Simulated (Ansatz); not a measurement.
The cluster CdCl₃⁻. Charge -1, multiplicity 3. Geometry PBE0-D4/def2-SVPD; atoms count from 1.

```xyz
4

Cd    0.819    0.057    0.714
Cl   -0.206    2.177    1.551
Cl   -1.022   -1.807   -0.257
Cl    0.409   -0.427   -2.007
```

In the def2 sets Cd takes a core potential; there is no spin–orbit coupling. In the triplet, Cl3 and Cl4 lie 2.65 Å apart (atoms count from 1), so these atoms are partly bonded to each other. At PBE0-D4/def2-TZVPD a singlet of charge -1 lies 3.41 eV below the triplet, each at its own geometry. The structure comes from a short search, and lower isomers may exist.

Question: Estimate the Mulliken populations from the PBE0/def2-TZVPD orbitals of Ansatz.

Answer: 
```tsv
atom	charge (e)	spin (α − β)	d electrons
Cd1	0.38	0.91	10.02
Cl2	-0.63	0.07	–
Cl3	-0.38	0.51	–
Cl4	-0.38	0.51	–
```
Mulliken values and Mayer orders depend strongly on the basis. With diffuse functions, as here, like atoms can get unlike values, and bond orders can come out too low or too high.

Question: Where does the spin sit?

Answer: Summed by element: Cd 0.91, Cl 1.09, of 2 unpaired in all. Largest on single atoms: Cd1 0.91, Cl3 0.51, Cl4 0.51.

Question: And the Mayer bond orders between bonded heavy atoms (over 0.3)?

Answer: Cd1–Cl2 0.53 (2.50 Å). Values over 0.3 also appear between atoms too far apart for a bond (Cl3–Cl4 0.46 at 2.65 Å); they arise where an orbital or an unpaired electron spreads over both atoms.
